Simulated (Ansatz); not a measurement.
Molecule: dihydroxy(dimethoxy)silane, C2H8O4Si (charge 0, singlet). 
Geometry from a B3LYP-D3(BJ)/def2-TZVP (Ansatz, a quantum-chemistry and plane-wave program) optimisation:
SMILES: [Si](O)(OC)(OC)O
```xyz
15

C     -2.3016    -0.8229     0.2347
O     -1.0292    -0.5852     0.8233
Si     0.1151     0.3793     0.1794
O     -0.6110     1.7925    -0.2077
O      1.3068     0.5012     1.2925
O      0.7949    -0.1870    -1.1885
C      1.6514    -1.3206    -1.2484
H     -2.1991    -1.3419    -0.7222
H     -2.8741    -1.4513     0.9162
H     -2.8390     0.1139     0.0729
H     -0.1642     2.3601    -0.8401
H      1.0464     0.5478     2.2154
H      1.1152    -2.2312    -0.9677
H      2.0026    -1.4214    -2.2749
H      2.5103    -1.1975    -0.5854
```
Charge 0, spin multiplicity 1.

Total electronic energies in hartree. Cores are frozen in the correlated levels unless marked. Spin-orbit coupling is left out. No relativistic terms. Basis-set limits of correlation are two-point, X^-3; Hartree-Fock from the larger set. [CCSD(T)-MP2]/basis is that difference in the basis named.

| level | program | energy (Eh) |
|---|---|---|
| HF/STO-3G | Ansatz | -660.52871 |
| HF/6-31G* | Ansatz | -668.93684 |
| RI-HF/cc-pV(Q+d)Z | Ansatz | -669.18984 |
| revPBE-D4/def2-TZVPD | Ansatz + dftd4 | -671.62228 |
| r2SCAN-D3(BJ)/def2-TZVPD | Ansatz + dftd3 | -671.56991 |
| B97M-V/def2-TZVPD | Ansatz | -671.62028 |
| B3LYP-D3(BJ)/def2-TZVPD | Ansatz + dftd3 | -671.83186 |
| B3LYP-D4/def2-TZVPD | Ansatz + dftd4 | -671.83199 |
| PBE0-D3(BJ)/def2-TZVP | Ansatz + dftd3 | -671.24943 |
| HSE06-D3(BJ)/def2-TZVPD | Ansatz + dftd3 | -671.22634 |
| CAM-B3LYP-D4/def2-TZVPD | Ansatz + dftd4 | -671.67300 |
| PBE-QIDH/def2-TZVPD | Ansatz | -671.11201 |
| MP2/6-31G* | Ansatz | -669.98780 |
| MP2/cc-pV(D+d)Z | Ansatz | -670.10433 |
| RI-MP2/cc-pV(Q+d)Z | Ansatz | -670.71424 |
| RI-MP2/CBS(aug-cc-pV(T+d)Z,aug-cc-pV(Q+d)Z) | Ansatz | -670.7981 |
| SCS-MP2/aug-cc-pV(D+d)Z | Ansatz | -670.19446 |
| SCS-MP2/cc-pV(D+d)Z | Ansatz | -670.08062 |
| SCS-MP2/cc-pwCVTZ | Ansatz | -670.58242 |
| CCSD/cc-pVTZ | Ansatz | -670.59535 |
| CCSD(T)/cc-pV(T+d)Z | Ansatz | -670.65794 |
| RI-MP2/CBS(cc-pV(T+d)Z,cc-pV(Q+d)Z)+[CCSD(T)-MP2]/cc-pV(Q+d)Z | Ansatz | -670.8743 |
| CCSD(T)/CBS(cc-pV(T+d)Z,cc-pV(Q+d)Z) | Ansatz | -670.8704 |

Totals of different functionals don't rank their quality; only differences between species are comparable.
